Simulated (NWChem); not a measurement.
Isomers of C$_{4}$H$_{5}$Cl, each optimised at PBE0/def2-SVP with NWChem, gas phase unless a solvent is named. Flexible species stand in one conformer each, which need not be the lowest.  Relative energies count from the lowest isomer at each level and are electronic, without zero-point energy, on those geometries.

A: C#CCCCl
B: ClC1=CCC1
C: C(=CC)=CCl
D: C=CC(=C)Cl

Question: Which isomer is lowest, and do the levels agree? Levels: PBE0/def2-SVP; PBE/def2-TZVP; B3LYP/def2-TZVP; Hartree-Fock/def2-TZVP; BLYP/def2-TZVP; CAM-B3LYP/def2-TZVP; M06-2X/def2-TZVP.

Answer: All put D lowest.
| quantity | A | B | C | D |
|---|---|---|---|---|
| relative energy, PBE0/def2-SVP (kcal/mol) | 19.2 | 3.0 | 13.5 | 0.0 |
| relative energy, PBE/def2-TZVP (kcal/mol) | 19.5 | 6.5 | 12.0 | 0.0 |
| relative energy, B3LYP/def2-TZVP (kcal/mol) | 18.0 | 11.1 | 12.6 | 0.0 |
| relative energy, Hartree-Fock/def2-TZVP (kcal/mol) | 13.9 | 11.2 | 14.8 | 0.0 |
| relative energy, BLYP/def2-TZVP (kcal/mol) | 18.9 | 13.3 | 11.6 | 0.0 |
| relative energy, CAM-B3LYP/def2-TZVP (kcal/mol) | 16.5 | 8.8 | 13.2 | 0.0 |
| relative energy, M06-2X/def2-TZVP (kcal/mol) | 15.1 | 7.9 | 13.7 | 0.0 |
